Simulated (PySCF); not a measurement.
# Vanadium: a sound run and one with changed settings

Sound run: V [Ar] 3d3 4s2, V⁺ [Ar] 3d4. Calculation: PySCF 2.14, in def2-SVP; the non-relativistic Hamiltonian (point nucleus). The sound run starts from symmetry-adapted Hartree-Fock orbitals and uses a fine grid where one is needed.

Changed run: initial guess minao, at most 3 SCF cycles. This setting is unsound on purpose.

```
species  method  sound run (hartree)  changed run (hartree)  converged
      V     UHF           -942.75223             -942.75205         no
      V    PBE0           -943.55419             -943.42959         no
      V    TPSS           -943.78049             -943.64241         no
     V⁺     UHF           -942.53004             -942.54329         no
     V⁺    PBE0           -943.32617             -943.32095         no
     V⁺    TPSS           -943.55262             -943.54845         no
```

The SCF was stopped early; the energies are upper bounds that still move, and correlated levels were skipped or rest on poor orbitals.
